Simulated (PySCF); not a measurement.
# Relaxation of singlet TeF4

Computed with PBE0 in PySCF with Te def2-SVP with ECP28, F def2-SVP; scalar-relativistic core potentials, no spin–orbit coupling; density-fitted integrals. A (50,194) grid was used.

A hand-made tetrahedral start, of Td symmetry, held to at least that symmetry:

```xyz
5
charge 0 multiplicity 1, angstrom
Te    0.0000    0.0000    0.0000
F     1.6330   -0.0001    1.1547
F    -1.6330    0.0000    1.1547
F     0.0000    1.6330   -1.1547
F     0.0000   -1.6330   -1.1548
```

Optimiser trace:
```json
{"step": "0", "E − E(last) (kJ/mol)": "3.32", "largest gradient (Eh/bohr)": "0.01010"}
{"step": "1", "E − E(last) (kJ/mol)": "0.44", "largest gradient (Eh/bohr)": "0.00391"}
{"step": "2", "E − E(last) (kJ/mol)": "0.00", "largest gradient (Eh/bohr)": "0.00024"}
{"step": "3", "E − E(last) (kJ/mol)": "0.00", "largest gradient (Eh/bohr)": "0.00000"}
```

It ends at Td with Te–F 1.974 Å (×4); F–Te–F 109.5° (×6) (after a last refinement on a finer grid). A frequency run shows 3 imaginary modes (one degenerate set), down to 160i cm⁻¹, so it is a higher-order saddle point.

Final geometry:
```xyz
5
charge 0 multiplicity 1, angstrom
Te    0.0000    0.0000    0.0000
F     1.6119   -0.0001    1.1398
F    -1.6119    0.0000    1.1398
F     0.0000    1.6119   -1.1397
F     0.0000   -1.6118   -1.1398
```

The relaxation took roughly 27 core-seconds on a shared host.
